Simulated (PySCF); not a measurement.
Si(Cl)(F)(SeH)2 (ClFH2Se2Si), SMILES [SeH][Si]([SeH])(F)Cl. Atoms are numbered in the order given.

```xyz
7

F     -1.1007    -0.7705    -1.5685
Si    -0.4764    -0.1535    -0.2091
Cl    -2.0151     0.0998     1.1141
Se     0.4773     1.7630    -0.8763
Se     0.9292    -1.5627     0.8142
H      1.0649     1.9789     0.4499
H      1.9445    -1.4023    -0.2331
```
Charge 0, spin multiplicity 1.

The structure is a stationary point at ωB97X-D3(BJ)/def2-SVP. Other conformers were not sampled.

Two levels are set side by side: PBE/pcSseg-1 (PySCF) and PBE0/pcSseg-1 (PySCF). GIAO shifts against CFCl3 (¹⁹F), HCl (³⁵Cl), Me2Se (⁷⁷Se), TMS (²⁹Si), TMS (¹H) at the same level; non-relativistic, no solvent, atoms listed together averaged. Without spin–orbit terms, shifts of atoms bonded to Cl or Br come out too high at both levels. Differences are taken from unrounded values.

```tsv
quantity	PBE0
δ(¹⁹F) of F1 (ppm)	-102.9
δ(²⁹Si) of Si2 (ppm)	48.2
δ(³⁵Cl) of Cl3 (ppm)	164.3
```

Task: What does PBE give, and how far is it from PBE0? (An estimate is asked for; the answer gives what the named calculation found.)

Result: 
| quantity | PBE | PBE minus PBE0 |
|---|---|---|
| δ(¹⁹F) of F1 (ppm) | -111.7 | -8.8 |
| δ(²⁹Si) of Si2 (ppm) | 47.9 | -0.2 |
| δ(³⁵Cl) of Cl3 (ppm) | 192.6 | 28.3 |

Rough cost on one machine, each run with all the roots and properties that it gave: PBE0 against PBE within a factor of 2.
